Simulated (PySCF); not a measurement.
CH5FOSi2. Atoms are numbered in the order given.

```xyz
10

F     -1.4436     1.5831    -0.7396
Si    -0.6986     0.6313     0.3605
C     -0.7650    -1.2547    -0.0240
O      0.6531    -1.5460    -0.0264
Si     1.5090    -0.0765     0.0443
H     -1.2200     1.0468     1.6940
H     -1.2736    -1.8791     0.7311
H     -1.2143    -1.4854    -1.0070
H      2.2125     0.2638    -1.2267
H      2.5071    -0.0655     1.1520
```

Coordinates come from a B3LYP-D3(BJ)/def2-SVP optimisation. The structure was generated by enumeration; whether it is a known compound was not checked.

Method: B3LYP-D3(BJ)/def2-SVP (PySCF).

Frequencies are harmonic and unscaled.

Computed harmonic wavenumbers and intensities:
```
mode  ν (cm⁻¹)  IR (km/mol)  moving atoms (share of kinetic energy)
----  --------  -----------  --------------------------------------
1           73          7.9  O 44 %, H 19 %, F 18 %, C 11 %, Si 9 %
2          172          5.2                 F 40 %, Si 34 %, H 20 %
3          226          6.6         F 32 %, H 28 %, Si 20 %, C 17 %
4          391          6.3  Si 39 %, H 29 %, O 12 %, F 10 %, C 9 %
5          429          8.1                 Si 57 %, O 21 %, H 16 %
6          488         16.1                         H 60 %, Si 35 %
7          614         10.1                          H 71 %, C 22 %
8          670         21.4                         H 83 %, Si 10 %
9          699         53.0                 H 35 %, C 34 %, Si 22 %
10         748         91.3         H 59 %, C 15 %, O 13 %, Si 11 %
11         771         64.6         H 39 %, O 30 %, Si 20 %, C 11 %
12         828          5.8                          H 70 %, F 22 %
13         851        153.7                  H 64 %, Si 21 %, O 9 %
14         907        171.2                 Si 42 %, F 33 %, H 21 %
15         978        170.9                                  H 87 %
16        1020         74.8                  O 46 %, C 40 %, H 13 %
17        1193          1.2                                  H 91 %
18        1252          3.0                          H 74 %, C 20 %
19        1456          1.7                                  H 94 %
20        2212        183.3                                  H 97 %
21        2215         50.1                                  H 96 %
22        2223        168.2                                  H 96 %
23        3021         33.4                                  H 95 %
24        3076         17.0                          H 90 %, C 10 %
```
